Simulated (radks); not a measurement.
The iodine anion I-, [Xe], held by a Watson sphere: a shell of charge +1.48 at radius R that stands for the Madelung well of a crystal (potential energy -1.48/R inside, -1.48/r outside, in hartree with lengths in bohr). Calculated with a radial shooting solver on a logarithmic mesh with Libxc functionals: scalar-relativistic Kohn-Sham, PBE, spin-polarised, spherical densities, finite nucleus; Fermi nuclear charge, rms radius of each element as measured or else 0.836 A^(1/3) + 0.57 fm. Response by self-consistent Sternheimer equations with the Hartree and adiabatic LDA kernel, the relativistic mass of each level held fixed and spin-orbit coupling left out. The sphere does not respond.

| R (bohr) | e(4d) (eV) | e(5s) (eV) | e(5p) (eV) | <r> 5p (bohr) | sum of <r^2> (bohr^2) | X-ray form factor at sin(theta)/lambda = 0.2 1/angstrom | alpha (bohr^3) |
|---|---|---|---|---|---|---|---|
| 3.66 | -51.745 | -19.524 | -9.692 | 2.568 | 72.43 | 42.309 | 42.84 |
| 4.93 | -50.067 | -17.615 | -7.808 | 2.650 | 76.18 | 42.299 | 57.20 |
| 5.03 | -49.950 | -17.489 | -7.682 | 2.654 | 76.38 | 42.300 | 58.21 |
| 5.59 | -49.336 | -16.845 | -7.032 | 2.672 | 77.30 | 42.302 | 63.46 |
| 5.66 | -49.264 | -16.770 | -6.957 | 2.674 | 77.40 | 42.302 | 64.07 |
